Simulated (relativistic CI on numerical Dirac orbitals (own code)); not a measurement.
## What each ingredient does to the levels of Ce40+

Base calculation: Dirac-Coulomb-Breit CI, KLI orbitals optimised for each configuration, a model potential for QED, unscaled Slater integrals.

Configurations in the expansion (outside the closed core [Ne]): 3s²3p⁶, 3s²3p⁵3d, 3s3p⁶3d, 3s²3p⁵4s, 3s²3p⁵4p, 3s²3p⁵4d, 3p⁶3d4p, 3s3p⁶4s, 3s²3p⁵4f, 3s3p⁶4p, 3s3p⁶4d, 3s3p⁶4f, 3s²3p⁵5s, 3s²3p⁵5p, 3s²3p⁵5d, 3s²3p⁵5f, 3s²3p⁵5g, 3s3p⁶5s, 3s3p⁶5p, 3s3p⁶5d, 3s3p⁶5f, 3p⁶3d², 3p⁵3d³, 3p⁵3d²4s, 3p⁵3d²4p, 3p⁵3d²4d, 3p⁶3d4s, 3p⁵3d4s², 3p⁵3d4s4p, 3p⁵3d4s4d, 3p⁶4s², 3p⁵4s²4p, 3p⁵4s²4d. Double excitations out of closed p, d and f shells are left out; levels of such configurations are missing from the list, as are those of other unlisted configurations, and high levels can miss mixing partners. These lack a partner that the ground configuration has and come out too high: 3s²3p⁵4f, 3s²3p⁵5s, 3s²3p⁵5p, 3s²3p⁵5d, 3s²3p⁵5f.

Variants: (1) one mean potential for all configurations. Shifts of the energy above 3s²3p⁶ ¹S0, in eV, for the lowest level and the first level of each name with at least 55 % of one term (blank where a level changes its place among those of its configuration and J or its character, or is not in the variant):

```
        Level     Base    Δ(1)
   3s²3p⁶ ¹S0    0.000   0.000
3s²3p⁵3d ³P°0  172.162  -0.069
3s²3p⁵3d ³P°1  178.876  -0.069
3s²3p⁵3d ³F°3  184.022  -0.068
3s²3p⁵3d ³F°4  202.935  -0.069
3s²3p⁵3d ³D°3  215.681  -0.069
3s²3p⁵3d ³F°2  289.136  -0.069
3s²3p⁵3d ¹P°1  322.241  -0.075
  3s3p⁶3d ³D1  441.184  +0.058
  3s3p⁶3d ³D2  445.286  +0.057
  3s3p⁶3d ³D3  465.526  +0.049
  3s3p⁶3d ¹D2  476.931  +0.049
   3p⁶3d² ³F2  894.907  +0.145
   3p⁶3d² ³P0  911.560  +0.204
```

At this charge energies of transitions that change n are usually good to better than 1 %, and those within a shell (Δn = 0) to a few per cent.

Ionisation energy from the two ground configurations alone: base 3086.81 eV. The NIST ASD value (theoretical) is 3087 eV.

LS names give the leading component of a level, which can be under half, so a name can repeat, a term be missing and a line seem to break the LS rules.
